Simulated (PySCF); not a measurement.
## Exercise with solution: chemical shift, span and skew from a shielding tensor

C₃H₇BO₃, SMILES OB1OCC[C@H]1O. Atoms are numbered in the order given.

```xyz
14

O      2.1454     0.0486     0.0336
B      0.8238    -0.2236    -0.0932
O      0.3049    -1.4846    -0.0224
C     -1.1261    -1.4226    -0.1695
C     -1.5277     0.0239     0.1516
C     -0.3214     0.8521    -0.3227
O     -0.2195     2.0792     0.3813
H      2.6794    -0.7415     0.1942
H     -1.5839    -2.1655     0.5007
H     -1.3851    -1.6977    -1.2074
H     -1.6168     0.1630     1.2418
H     -2.4892     0.3072    -0.3040
H     -0.4263     1.0373    -1.4173
H      0.7077     2.3490     0.3622
```

Geometry: B3LYP-D3(BJ)/def2-SVP. The structure was generated by enumeration; whether it is a known compound was not checked. One conformer was computed; it need not be the lowest.

GIAO shieldings from PBE0/pcSseg-1 in PySCF, non-relativistic, no solvent. The symmetric part of the tensor of C6 has the principal values 92.2, 108.2, 165.3 ppm. The same nucleus in TMS has σ = 186.3 ppm at this level (PySCF, at its B3LYP-D3(BJ)/def2-TZVP geometry).

**Question.** Work out the isotropic shielding, the ¹³C shift against TMS, the span and the skew.

**Answer.** 
σ(iso) = (σ11 + σ22 + σ33)/3 = 121.9 ppm. δ = σ(ref) − σ(iso) = 186.3 − (121.9) = 64.4 ppm.
Span Ω = σ33 − σ11 = 73.1 ppm. Skew κ = 3(σ(iso) − σ22)/Ω = 0.56. Tumbling in solution averages the tensor to δ; in a static solid the shielding alone would spread this spin-1/2 line over Ω.
